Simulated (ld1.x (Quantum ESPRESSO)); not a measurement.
Values are calculated unless marked as measured or tabulated.
## Pseudopotentials across the periodic table

Generated with ld1.x 7.5 (TM, RRKJ, ultrasoft, PAW), atompaw 4.2 or ONCVPSP 4.0.1. The cutoff is in Ry: for ld1.x and atompaw files where the sum of valence levels is converged to 10 mRy in a Bessel basis, for ONCV files where the hardest occupied wave has 1 mHa per electron of residual kinetic energy. The error is the largest all-electron minus pseudo excitation energy over each file’s own four to seven test configurations (ionisations up to +4, promotions, holes and added fractions of an electron), all of which were solved. The labels leave out finer settings (local radius, basis sizes, second energies), which also bear on the numbers. Spin-polarised tests are not counted. The rows are a selection from randomly drawn settings: files with unsolved tests, undetermined cutoffs or missed reference levels are left out.

```csv
element,potential,cutoff (Ry),largest error (meV),bound ghosts
O,"ultrasoft, PBE, non-relativistic, rc 0.72/1.26 (sp), local smoothed, core correction yes, reference 2s1.5 2p4.5",60,+170,none
Rb,"TM, LDA (PZ), scalar-relativistic, rc 3.45/3.70/3.90/3.85 (spdf), local f, core correction yes, reference 5s1 5p0",6,+9.1,none
Pd,"RRKJ, PBE, scalar-relativistic, rc 2.30/1.30/1.90/2.25 (spdf), local s, core correction yes, reference 4p6 4d9.5 5s0 5p0",80,-1163,none
Cd,"RRKJ, LDA (PZ), scalar-relativistic, rc 2.30/3.00 (sp), local s, core correction yes, reference 5s1.75 5p0.25",8,-218,none
Ba,"TM, LDA (PZ), scalar-relativistic, rc 3.65/4.20/4.15 (spd), local s, core correction no, reference 5d0 6s1 6p1",6,+331,none
```

Fill in the row for Ru: TM, LDA (PZ), scalar-relativistic, rc 1.05/1.75/2.20 (spd), local smoothed, core correction no, reference 4s2 4p6 4d7 5s0 5p0.

cutoff 110 Ry, largest error +170 meV, bound ghosts: none.
